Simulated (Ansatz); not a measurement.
Calculated with Ansatz (gas phase, PBE0-D4/def2-TZVP geometries, no zero-point term in ΔE). CBS: MP2 limit from def2 TZ/QZ plus the TZ coupled-cluster correction, frozen cores. DFT in def2-TZVPP. B3LYP here is the variant with VWN-RPA as its local correlation; programs differ in this. HSE06 is defined as in plane-wave codes. For Ge outer-core shells are correlated without core-valence functions, which leaves a few kJ/mol of doubt a bond. Scalar relativity is left out up to krypton. One conformer a species, not always the lowest.

Consider the ligand exchange at the Si–N bond: `CN([SiH3])[SiH2]Cl` + `[SH][GeH3]` → `Cl[SiH2][S][GeH3]` + `CN[SiH3]`.

`CN([SiH3])[SiH2]Cl`:

Cartesian coordinates in Å:
```
C 0.944 -1.164 0.213
N -0.009 -0.055 0.145
Si -1.600 -0.445 -0.423
Si 0.586 1.532 0.350
Cl 1.678 2.192 -1.277
H 0.477 -2.046 0.662
H 1.802 -0.897 0.837
H 1.322 -1.444 -0.776
H -2.199 -1.474 0.469
H -2.413 0.795 -0.407
H -1.567 -1.009 -1.800
H -0.553 2.459 0.516
H 1.531 1.558 1.489
```

`[SH][GeH3]`:

```xyz
6

S     1.655    0.467    0.078
Ge   -0.404   -0.324   -0.203
H     1.291    1.401    0.971
H    -1.332    0.777   -0.738
H    -0.955   -0.871    1.123
H    -0.255   -1.451   -1.231
```

`Cl[SiH2][S][GeH3]`:

```xyz
9

Cl   -3.258   -0.596    1.027
Si   -1.471   -0.444    0.038
S    -0.328    1.075    0.975
Ge    1.592    0.536   -0.030
H    -1.762   -0.114   -1.375
H    -0.778   -1.753    0.118
H     2.418    1.824   -0.085
H     2.309   -0.553    0.779
H     1.279    0.023   -1.446
```

`CN[SiH3]`:

Z-matrix (Å, degrees):
```
C
N 1 1.447
H 1 1.093 2 109.5
H 1 1.094 2 110.9 3 -117.8
H 1 1.098 2 113.8 3 120.2
Si 2 1.716 1 123.0 3 -36.9
H 2 1.007 1 113.6 3 170.5
H 6 1.486 2 107.4 1 175.3
H 6 1.488 2 108.6 1 55.3
H 6 1.496 2 115.3 1 -64.3
```

```
             level  ΔE (kJ/mol)  difference from CCSD(T)/CBS
       LDA (SPW92)          6.5                         -2.4
            PBE-D4          1.8                         -7.1
         revPBE-D4          3.6                         -5.3
           BLYP-D4         11.7                          2.8
         r2SCAN-D4          5.8                         -3.1
            B97M-V          5.5                         -3.4
           PBE0-D4          2.9                         -6.0
          B3LYP-D4         11.5                          2.6
        r2SCANh-D4          5.9                         -3.0
        r2SCAN0-D4          6.1                         -2.8
          HSE06-D4          2.7                         -6.2
          BHLYP-D4         12.4                          3.5
      CAM-B3LYP-D4         14.7                          5.8
           ωB97X-V          9.6                          0.7
           ωB97M-V         10.1                          1.2
            B2PLYP         10.0                          1.1
          PBE-QIDH          5.4                         -3.5
            revPBE         -3.2                        -12.1
              BLYP          6.9                         -2.0
              PBE0          0.7                         -8.2
             B3LYP          8.0                         -0.9
           r2SCAN0          5.0                         -3.9
             HSE06          0.6                         -8.3
             BHLYP         10.7                          1.8
         CAM-B3LYP         12.4                          3.5
           LC-ωPBE          4.7                         -4.2
RPA@PBE/def2-TZVPP         16.5                          7.6
       HF/def2-SVP         16.2                          7.3
      MP2/def2-SVP         16.6                          7.7
     CCSD/def2-SVP         18.5                          9.6
  CCSD(T)/def2-SVP         18.6                          9.7
     HF/def2-TZVPP         12.8                          3.9
    MP2/def2-TZVPP         10.7                          1.8
SCS-MP2/def2-TZVPP         13.0                          4.1
   CCSD/def2-TZVPP         14.2                          5.3
CCSD(T)/def2-TZVPP         13.6                          4.7
     HF/def2-QZVPP         13.9                          5.0
    MP2/def2-QZVPP          8.4                         -0.5
SCS-MP2/def2-QZVPP         10.8                          1.9
    CCSD/CBS(def2)          9.5                          0.6
       CCSD(T)/CBS          8.9                            0
```

Largest T1 diagnostic among the species: 0.011.

At CCSD(T), def2-SVP lies +9.7 kJ/mol from the extrapolated value and def2-TZVPP +4.7 kJ/mol. The D4 term adds +3.6 kJ/mol with B3LYP and +2.3 kJ/mol with PBE0; it sums over pairs of atoms, weighted by their polarisabilities, and B3LYP, whose exchange is more repulsive, gets the larger term. Leaving LDA and LC-ωPBE aside and taking each functional with its dispersion term where it has one, the values spread over 12.9 kJ/mol, from PBE-D4 to CAM-B3LYP-D4. LDA lies +7.1 kJ/mol from PBE without D4.
